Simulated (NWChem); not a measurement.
**Correlation energy of C2H2F**

```
C
C 1 1.3179
F 2 1.2982 1 130.66
H 1 1.0905 2 120.02 3 180.00
H 1 1.0970 4 119.30 2 180.00
```
Charge 0, spin multiplicity 2.

All runs are NWChem calculations. Structure: optimised with UPBE0/def2-SVP, a minimum by its harmonic frequencies.

Basis set: cc-pVDZ. Each correlation energy counts from its own Hartree-Fock reference.

```
method           correlation energy (mHa)             remark
---------------  ------------------------  -----------------
URI-MP2                            -410.5  spin-contaminated
UMP2                               -410.5  spin-contaminated
SCS-UMP2                           -398.9  spin-contaminated
CCSD on UHF                        -444.4  spin-contaminated
CCSD[T] on UHF                     -458.5  spin-contaminated
CCSD(T) on UHF                     -457.1  spin-contaminated
CCSD on ROHF                       -452.3                  -
CCSD[T] on ROHF                    -466.9                  -
CCSD(T) on ROHF                    -465.6                  -
```

The values span 68.0 mHa, from CCSD[T] on ROHF (lowest) to SCS-UMP2 (highest). 

The correlated methods keep 3 core orbitals frozen. The structure started from a generated list of species. The unpaired electrons of the parent sit in orbitals of symmetry a' (Cs labels of the run); other states weren't searched. The stability of the SCF solutions was not checked. Open-shell Hartree-Fock references start from PBE0 orbitals. No row is a measurement; the coupled-cluster row has its own basis-set and correlation limits.
